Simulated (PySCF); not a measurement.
Static response to an electric field

Compound: C₄H₁₁NSi.
Structure used (PBE0-D3(BJ)/def2-SVP), in Å, numbered top down from 1:
```
atom  x, y, z in Å
C1     3.1086   -0.4778   -0.1799
N2     1.8214    0.0431    0.2068
Si3    0.2714   -0.4338   -0.3740
C4    -1.1827   -0.8511    0.7718
C5    -2.0801   -0.1284   -0.2662
C6    -1.0441    0.8116   -0.9362
H7     3.7691    0.2953   -0.6139
H8     2.9795   -1.2556   -0.9476
H9     3.6525   -0.9448    0.6620
H10    1.8683    0.7689    0.9131
H11    0.5378   -1.5013   -1.3891
H12   -1.4501   -1.8863    1.0294
H13   -1.1232   -0.2695    1.7079
H14   -2.9619    0.3807    0.1574
H15   -2.4581   -0.8552   -1.0045
H16   -0.9538    1.7558   -0.3717
H17   -1.2060    1.0613   -1.9948
```

Level: CAM-B3LYP/def2-SVPD (PySCF), static field, nuclei fixed, core orbitals frozen in the response. The polarisability tensor in these axes (au):

```
x   97.93 -2.60 -0.64
y   -2.60 73.16 -1.74
z   -0.64 -1.74 72.94
```

Question: Diagonalise the tensor; give its mean and Δα, where Δα² is half the sum of the squared differences of the eigenvalues.

Answer: Principal values 71.12, 74.70 and 98.21 au; mean 81.34 au = 12.05 Å³ = 13.41 × 10⁻⁴⁰ C²·m²/J; Δα = 25.49 au (31 % of the mean).

Question: What is the dipole moment, and where does it point?

Answer: (0.79, 0.50, 0.56) D, 1.09 D in size, pointing from the negative to the positive side. Measured along this direction, the outermost atoms are H15 at the negative end and H9 and H7 at the positive end.

Question: Find the Langevin capture rate constant for NH4+ (18.034 u) meeting this molecule (101.066 u), k = 2.342 × 10⁻⁹ cm³/s × √(α in Å³ / reduced mass in u).

Answer: The reduced mass is 15.30 u, so k = 2.08 × 10⁻⁹ cm³/s. The formula leaves out the permanent dipole, which adds to the capture rate.

Question: Give the principal axes and the span of the nuclei along them.

Answer: Largest value along (0.99, -0.10, -0.02), where the nuclei span 6.72 Å; middle along (-0.06, -0.70, 0.71), 4.23 Å; least along (0.09, 0.71, 0.70), 3.33 Å. The response follows the extents in order.

Question: Refractivity n − 1 of an ideal gas of it at 298.15 K and 1 atm, from the electronic α?

Answer: N = p/kT = 2.4615 × 10¹⁹ cm⁻³, so n − 1 = 2π × N × 12.05 × 10⁻²⁴ cm³ = 1864 × 10⁻⁶ at long wavelengths, for an ideal gas.

Isolated species at its PBE0-D3(BJ)/def2-SVP geometry (one conformer only).
